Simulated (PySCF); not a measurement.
CH5FN2Si2, SMILES F[Si@@H]1C=N[SiH2]N1. Atoms are numbered in the order given.

```xyz
11

F     -2.0253     1.2116    -0.3166
Si    -1.0228    -0.0417    -0.6091
C     -0.5658    -0.9330     1.0202
N      0.6645    -0.8918     1.3847
Si     1.7279    -0.0261     0.2573
N      0.5864     0.4400    -0.9880
H     -1.7125    -0.8250    -1.6679
H     -1.2949    -1.4564     1.6748
H      2.3688     1.1198     0.9615
H      2.7907    -0.9442    -0.2407
H      0.8438     0.9110    -1.8501
```
Charge 0, spin multiplicity 1.

Geometry optimised at r2SCAN-D4/def2-SVP. The structure was generated by enumeration; whether it is a known compound was not checked.

Level of theory: r2SCAN-D4/def2-SVP (PySCF).

Frequencies are harmonic and unscaled.

Computed harmonic wavenumbers and intensities:
| mode | ν (cm⁻¹) | IR (km/mol) | moving atoms (share of kinetic energy) |
|---|---|---|---|
| 1 | 107 | 1.4 | F 36 %, N 25 %, Si 19 %, H 15 % |
| 2 | 181 | 10.4 | F 39 %, N 26 %, Si 17 %, H 14 % |
| 3 | 273 | 4.1 | H 32 %, N 28 %, F 20 %, Si 13 % |
| 4 | 359 | 12.7 | N 23 %, H 22 %, C 20 %, Si 18 %, F 17 % |
| 5 | 392 | 70.6 | H 79 %, N 9 % |
| 6 | 452 | 11.9 | Si 59 %, N 26 %, H 11 % |
| 7 | 471 | 33.2 | Si 41 %, N 34 %, C 17 % |
| 8 | 613 | 9.2 | H 61 %, C 25 %, Si 10 % |
| 9 | 660 | 54.6 | H 58 %, N 17 %, Si 16 %, C 9 % |
| 10 | 694 | 26.2 | H 88 %, N 9 % |
| 11 | 705 | 21.6 | N 53 %, H 22 %, Si 21 % |
| 12 | 720 | 5.8 | N 42 %, H 22 %, C 20 %, Si 13 % |
| 13 | 792 | 9.9 | H 51 %, Si 19 %, C 18 %, N 11 % |
| 14 | 836 | 69.0 | H 37 %, N 23 %, F 21 %, Si 19 % |
| 15 | 865 | 27.2 | H 79 %, N 9 % |
| 16 | 874 | 78.6 | H 44 %, Si 21 %, F 20 %, N 8 % |
| 17 | 919 | 234.5 | H 55 %, Si 22 %, C 11 %, F 8 % |
| 18 | 939 | 268.1 | H 55 %, Si 26 %, N 13 % |
| 19 | 992 | 92.8 | H 87 %, Si 9 % |
| 20 | 1084 | 246.3 | H 56 %, N 37 % |
| 21 | 1332 | 8.9 | H 81 %, C 11 % |
| 22 | 1639 | 43.7 | C 53 %, N 46 % |
| 23 | 2233 | 129.7 | H 96 % |
| 24 | 2240 | 182.0 | H 98 % |
| 25 | 2252 | 114.1 | H 97 % |
| 26 | 3000 | 59.0 | H 92 % |
| 27 | 3632 | 66.2 | H 93 % |
